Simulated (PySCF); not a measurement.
S³⁺ (sulfur, charge +3) across methods

[Ne] 3s2 3p1, 2P determinant. All numbers are calculated (PySCF 2.14, no relativity, point nucleus, in dyall-av2z (13s9p2d, 50 functions)).

```
   method  E (hartree)  mean ε 3s α (eV)  mean ε 3s β (eV)  mean ε 3p α (eV)  Σ⟨r²⟩ (bohr²)   ⟨S²⟩
      UHF   -395.07147           -59.301           -55.794           -46.936          10.67  0.759
      LDA    -394.2031           -52.613           -51.324           -40.829          10.55  0.751
    B97-3    -395.5532           -54.517           -52.755           -42.584          10.53  0.753
BHandHLYP    -395.6154           -56.239           -54.055           -44.159          10.59  0.754
   M06-2X    -395.5862           -55.984           -54.269           -43.872          10.56  0.752
     PBE0    -395.4519           -54.480           -52.651           -42.668          10.56  0.753
  wB97M-V    -395.5943           -56.854           -55.334           -44.563          10.60  0.751
   r2SCAN    -395.5517           -52.960           -51.364           -41.493          10.58  0.755
```

(1) Estimate the same row for PBE.

Results:

(1) E (hartree) = -395.4211; mean ε 3s α (eV) = -52.570; mean ε 3s β (eV) = -51.181; mean ε 3p α (eV) = -41.009; Σ⟨r²⟩ (bohr²) = 10.56; ⟨S²⟩ = 0.752.
